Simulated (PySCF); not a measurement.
## PbSe: from constants to spectrum

RHF-CCSD(T) constants of PbSe, ¹Σ⁺ (singlet), closed shell (PySCF, scalar-relativistic core potentials, basis sets Pb def2-SVP with ECP60, Se def2-SVP; masses 207.9766 and 79.9165 u):

| Property | Result |
| --- | --- |
| ωe | 273.8 cm⁻¹ |
| ωexe | 0.514 cm⁻¹ |
| Be | 0.048329 cm⁻¹ |
| αe | 0.000117 cm⁻¹ |
| De to Pb + Se | 3.82 eV |

Task: What force constant and bond length do these constants imply?

Result: Reduced mass μred = 57.732 u; k = 5.8918×10⁻⁷·μred·ωe² (u, cm⁻¹, mdyn/Å) = 2.55 mdyn/Å; Re = √(16.8576/(μred·Be)) (u, cm⁻¹, Å) = 2.458 Å.

Task: Estimate the centrifugal constant D from the Kratzer relation and find the Dunham coefficient a1.

Result: D = 4Be³/ωe² = 6.02e-09 cm⁻¹; a1 = −1 − αeωe/(6Be²) = -3.29.

Correlated steps freeze 13 core orbitals. Correlated levels converge slowly with the basis: in double zeta they bind strong bonds too weakly, by up to about 1 eV, and carry superposition errors of some tenths. Spin–orbit coupling is left out, which matters for elements this heavy, above all for dissociation energies. Where the molecule has an RHF reference, its open-shell atoms are computed with UHF. The CCSD T1 diagnostic is raised, a sign that a single reference may not be enough here.
